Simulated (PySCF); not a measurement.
# How methods differ on the electron affinity of In

In⁻ [Kr] 4d10 5s2 5p2 (3P) → In [Kr] 4d10 5s2 5p1 (2P), as a difference of total energies. All numbers are calculated (PySCF 2.14, scalar relativity through the core potential, in def2-TZVPPD with the def2 core potential (28 electrons) (7s5p4d2f, 56 functions)). Correlated levels: valence: 4s2 4p6 4d10 frozen. The calculations carry no spin-orbit coupling.

| method | electron affinity (eV) |
| --- | --- |
| UHF | -0.005 |
| MP2 (valence) | 0.251 |
| SCS-MP2 (valence) | 0.177 |
| CCSD (valence) | 0.280 |
| CCSD(T) (valence) | 0.308 |
| CCSDT (valence) | 0.316 |

The reference lies between the lowest fine-structure levels, while these numbers refer to the centres of the terms.

Errors of the correlated levels include the incompleteness of this basis and the frozen core.

A negative affinity means that the anion lies above the atom at that level of theory.

For comparison: 0.384 eV (measured; photodetachment measurements, as compiled on the Wikipedia data page of electron affinities).
